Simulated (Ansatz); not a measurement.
BeMe(SiH3) (CH₆BeSi). Total charge 0; singlet. Geometry r2SCAN-D4/def2-TZVP; atoms count from 1.

Cartesian coordinates in Å:
```
Be -0.094 0.266 -0.016
C -0.735 1.810 -0.106
H -1.624 1.852 -0.746
H -0.023 2.538 -0.514
H -1.040 2.190 0.876
Si 0.722 -1.765 0.103
H 1.996 -1.833 0.879
H 1.019 -2.343 -1.242
H -0.221 -2.715 0.765
```

(1) Estimate the Mulliken populations from the PBE0/def2-TZVP orbitals of Ansatz.

(2) And the Mayer bond orders between heavy atoms (over 0.3)?

Results:

(1) 
| atom | charge (e) |
| --- | --- |
| Be1 | 0.22 |
| C2 | -0.43 |
| H3 | 0.13 |
| H4 | 0.13 |
| H5 | 0.13 |
| Si6 | -0.10 |
| H7 | -0.02 |
| H8 | -0.02 |
| H9 | -0.02 |
Mulliken values depend strongly on the basis.

(2) Be1–C2 1.09 (1.67 Å); Be1–Si6 0.94 (2.19 Å).
